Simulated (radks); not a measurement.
Values are calculated unless marked as measured or tabulated.
Trend from La to Lu: ionisation energy by Delta-SCF between NIST ground configurations, and size. Level of theory: scalar-relativistic Kohn-Sham, BLYP, spin-polarised, spherical densities, finite nucleus; open shells are filled with parallel spins first (spin-orbit coupling, left out, can overturn this in heavy ions); Fermi nuclear charge, rms radius of each element as measured or else 0.836 A^(1/3) + 0.57 fm (a radial shooting solver on a logarithmic mesh with Libxc functionals).

species      configuration  IE (eV)  NIST (eV)       kind  r at 0.001 e/bohr^3 (bohr)
La            [Xe] 5d1 6s2    5.760      5.577       exp.                        5.46
Ce        [Xe] 4f1 5d1 6s2    5.901      5.539       exp.                        5.42
Pr            [Xe] 4f3 6s2    5.429      5.470  semi-emp.                        5.36
Nd            [Xe] 4f4 6s2    5.485      5.525       exp.                        5.33
Pm            [Xe] 4f5 6s2    5.540      5.582       exp.                        5.29
Sm            [Xe] 4f6 6s2    5.594      5.644       exp.                        5.26
Eu            [Xe] 4f7 6s2    5.648      5.670       exp.                        5.23
Gd        [Xe] 4f7 5d1 6s2    6.082      6.150       exp.                        5.22
Tb            [Xe] 4f9 6s2    5.892      5.864       exp.                        5.17
Dy           [Xe] 4f10 6s2    5.994      5.939       exp.                        5.14
Ho           [Xe] 4f11 6s2    6.090      6.022       exp.                        5.11
Er           [Xe] 4f12 6s2    6.184      6.108       exp.                        5.08
Tm           [Xe] 4f13 6s2    6.277      6.184       exp.                        5.05
Yb           [Xe] 4f14 6s2    6.369      6.254       exp.                        5.03
Lu       [Xe] 4f14 5d1 6s2    5.247      5.426       exp.                        5.05

Reference values: NIST Atomic Spectra Database (exp. = measured, semi-emp. = semi-empirical, theory = theoretical value adopted there). Open shells are spherical and high-spin; term and fine-structure splittings are not resolved. Spin-orbit splitting is averaged out at the scalar-relativistic level.
